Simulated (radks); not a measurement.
Valence configurations of Ag+ (all share [Kr]). All-electron calculation, Dirac Kohn-Sham, PBE, spin-unpolarised, spherical densities, point nucleus; open shells are shared between the two j in proportion to 2j + 1. Program: a radial shooting solver on a logarithmic mesh with Libxc functionals. Energies are relative to 4d10; eigenvalues in eV.

[
 {"valence": "4d10", "E (eV)": "0.000", "e(4d3/2)": "-15.981", "e(4d5/2)": "-15.415", "e(5p1/2)": "-", "e(5p3/2)": "-", "e(5s1/2)": "-"},
 {"valence": "4d9 5s1", "E (eV)": "5.395", "e(4d3/2)": "-19.605", "e(4d5/2)": "-19.000", "e(5p1/2)": "-", "e(5p3/2)": "-", "e(5s1/2)": "-12.762"},
 {"valence": "4d9 5p1", "E (eV)": "10.936", "e(4d3/2)": "-21.088", "e(4d5/2)": "-20.478", "e(5p1/2)": "-8.306", "e(5p3/2)": "-7.975", "e(5s1/2)": "-"},
 {"valence": "4d8 5s2", "E (eV)": "13.033", "e(4d3/2)": "-23.454", "e(4d5/2)": "-22.809", "e(5p1/2)": "-", "e(5p3/2)": "-", "e(5s1/2)": "-14.238"},
 {"valence": "4d9.5 5s0.5", "E (eV)": "2.431", "e(4d3/2)": "-17.761", "e(4d5/2)": "-17.175", "e(5p1/2)": "-", "e(5p3/2)": "-", "e(5s1/2)": "-12.025"},
 {"valence": "4d8 5p2", "E (eV)": "25.327", "e(4d3/2)": "-26.210", "e(4d5/2)": "-25.556", "e(5p1/2)": "-9.925", "e(5p3/2)": "-9.511", "e(5s1/2)": "-"},
 {"valence": "4d7.5 5s2 5p0.5", "E (eV)": "20.900", "e(4d3/2)": "-26.146", "e(4d5/2)": "-25.479", "e(5p1/2)": "-9.358", "e(5p3/2)": "-8.944", "e(5s1/2)": "-15.409"},
 {"valence": "4d7.5 5s1 5p1.5", "E (eV)": "27.308", "e(4d3/2)": "-27.493", "e(4d5/2)": "-26.822", "e(5p1/2)": "-10.044", "e(5p3/2)": "-9.608", "e(5s1/2)": "-16.238"},
 {"valence": "4d9.5 5p0.5", "E (eV)": "5.047", "e(4d3/2)": "-18.532", "e(4d5/2)": "-17.944", "e(5p1/2)": "-7.448", "e(5p3/2)": "-7.159", "e(5s1/2)": "-"},
 {"valence": "4d8 5s1 5p1", "E (eV)": "19.099", "e(4d3/2)": "-24.871", "e(4d5/2)": "-24.222", "e(5p1/2)": "-9.241", "e(5p3/2)": "-8.848", "e(5s1/2)": "-15.129"}
]

NIST lists [Kr] 4d10 as the ground configuration; this level of theory agrees among the configurations tried. The energies are those of spherical spin-averaged densities, not of single terms.
